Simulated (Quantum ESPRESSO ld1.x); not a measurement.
Results of a calculation; reference values are marked as such.
Q: The table gives one normalised radial function P(r) = r R(r) (large component) of Pt64+ in [Ne] 3s2 3p2 (r in bohr). Level of theory: Dirac Kohn-Sham, LDA (Slater exchange, Perdew-Zunger correlation), spin-unpolarised, spherical densities, point nucleus; open shells fill j = l - 1/2 first (ld1.x of Quantum ESPRESSO 7.5).

r,P
0.001154,0.0171
0.001641,0.0329
0.002314,0.0620
0.003291,0.1173
0.004679,0.2184
0.006653,0.3976
0.00946,0.7013
0.01334,1.1700
0.01897,1.8568
0.02698,2.6993
0.03836,3.4691
0.05411,3.7525
0.07694,3.2031
0.1094,1.9487
0.1556,0.7353
0.2194,0.1478
0.312,0.0111
0.4437,0.0002
0.6308,0.0000
0.8898,0.0000

Which n and l does it have? It may be an empty orbital.

A: n = 2, l = 1: the number of nodes gives n - l - 1 = 0, the rise at small r points to l (this Dirac orbital starts as r^gamma with gamma = sqrt((l + 1)^2 - (Z/c)^2) = 1.92; the j = 3/2 orbital of l + 1 starts with the same power, but with a smaller coefficient, and then steepens), and the extent must fit the shell. The curve is that of 2p3/2; the two j differ most near the nucleus, where j = l - 1/2 has the larger amplitude, and in heavy atoms j = l - 1/2 is also the more compact. 2p3/2: eigenvalue -16643.1 eV, 0 radial nodes, <r> = 0.0665 bohr, 90 % of the charge inside 0.108 bohr.
